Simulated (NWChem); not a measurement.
System: NH3TeS; SMILES N[Te]S

```xyz
6

Te     0.2750    -0.3947    -0.0152
N     -1.6269    -1.0773    -0.0401
H     -1.8988    -1.5973     0.7885
H     -1.8894    -1.5603    -0.8939
S     -0.1267     1.9878    -0.0397
H     -0.2399     2.1566     1.2975
```
Atoms are numbered in this order, from 1.

Level: PBE0/def2-SVP with def2 effective core potentials on Te (NWChem), optimised geometry, unscaled harmonic frequencies. def2 effective core potentials on Te; no spin-orbit coupling.

### Question
List the harmonic frequencies with IR intensities, and the thermochemistry.

### Answer
```json
[
 {"frequency (cm⁻¹)": "170", "IR intensity (km/mol)": "1.6"},
 {"frequency (cm⁻¹)": "308", "IR intensity (km/mol)": "10.2"},
 {"frequency (cm⁻¹)": "313", "IR intensity (km/mol)": "67.4"},
 {"frequency (cm⁻¹)": "359", "IR intensity (km/mol)": "20.6"},
 {"frequency (cm⁻¹)": "382", "IR intensity (km/mol)": "73.7"},
 {"frequency (cm⁻¹)": "661", "IR intensity (km/mol)": "42.7"},
 {"frequency (cm⁻¹)": "759", "IR intensity (km/mol)": "2.0"},
 {"frequency (cm⁻¹)": "913", "IR intensity (km/mol)": "4.9"},
 {"frequency (cm⁻¹)": "1529", "IR intensity (km/mol)": "6.6"},
 {"frequency (cm⁻¹)": "2697", "IR intensity (km/mol)": "0.3"},
 {"frequency (cm⁻¹)": "3576", "IR intensity (km/mol)": "33.1"},
 {"frequency (cm⁻¹)": "3702", "IR intensity (km/mol)": "41.5"}
]
```

```json
{
 "zero_point_energy": "22.0 kcal/mol",
 "thermal correction to the enthalpy at 298.15 K (with zero-point energy)": "25.8 kcal/mol",
 "heat capacity Cv": "16.4 cal/(mol K)",
 "entropy at 298.15 K and 1 atm (symmetry number 1)": "75.6 cal/(mol K)"
}
```

Rigid rotor and harmonic oscillator.
